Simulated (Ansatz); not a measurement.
Name a neutral molecule of Cl, F, O, Zr and H with HOMO–LUMO gap (B3LYP/def2-TZVPP) between 7.50 and 7.80 eV and size of the dipole moment (ωB97M-V/def2-TZVPP) between 2.70 and 3.00 D (Ansatz, PBE0-D4/def2-TZVP geometry).

`[OH][Zr]([F])([F])[Cl]` (7.78 eV, 2.82 D). Other molecules can fit too; these were computed, each in one conformer that needn't be the lowest.

B3LYP here is the variant with VWN-RPA as its local correlation; programs differ in this.
